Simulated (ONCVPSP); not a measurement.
## u(r) = r·R(r): atom against pseudo-atom (Cd (Z = 48))

Columns: radius, all-electron u(r) and pseudo u(r) of the 4d shell (level -11.90 eV) of cadmium in the configuration [Ar] 3d10 4s2 4p6 4d10 5s2; LDA (Perdew-Zunger), scalar-relativistic, ONCV scheme, ONCVPSP 4.0.1.

```
r (bohr)  all-electron  pseudo
   0.075       -0.1471  0.0027
   0.150       -0.4054  0.0205
   0.225       -0.4800  0.0652
   0.300       -0.3621  0.1422
   0.375       -0.1376  0.2490
   0.450        0.1180  0.3765
   0.525        0.3577  0.5121
   0.600        0.5587  0.6426
   0.675        0.7130  0.7557
   0.750        0.8221  0.8429
   0.825        0.8917  0.9009
   0.900        0.9288  0.9318
   0.975        0.9407  0.9411
   1.050        0.9336  0.9335
   1.125        0.9130  0.9129
   1.200        0.8830  0.8829
   1.275        0.8468  0.8467
   1.350        0.8068  0.8067
   1.425        0.7649  0.7648
   1.500        0.7223  0.7222
   1.575        0.6800  0.6799
   1.650        0.6386  0.6385
   1.725        0.5985  0.5985
   1.800        0.5602  0.5601
   1.875        0.5236  0.5235
   1.950        0.4889  0.4889
```

(1) How many radial nodes do the two functions have?

(2) At about which radius was the pseudo-wave matched?

(3) Where does each function peak?

(4) Is the pseudo-wave norm-conserving?

Answers

(1) The all-electron 4d function has n − l − 1 = 1; the pseudo-wave has 0, since the states of the same l below it are removed with the core.

(2) 1.10 bohr. The columns agree to 0.0005 from 0.97 bohr on; several derivatives are matched, so the curves merge somewhat inside the radius.

(3) Outermost all-electron maximum near 0.97 bohr, pseudo maximum near 0.97 bohr (to the table’s step).

(4) Yes: the ONCV scheme keeps the norm inside the radius equal to the all-electron one, which fixes the energy derivative of the logarithmic derivative at the level.
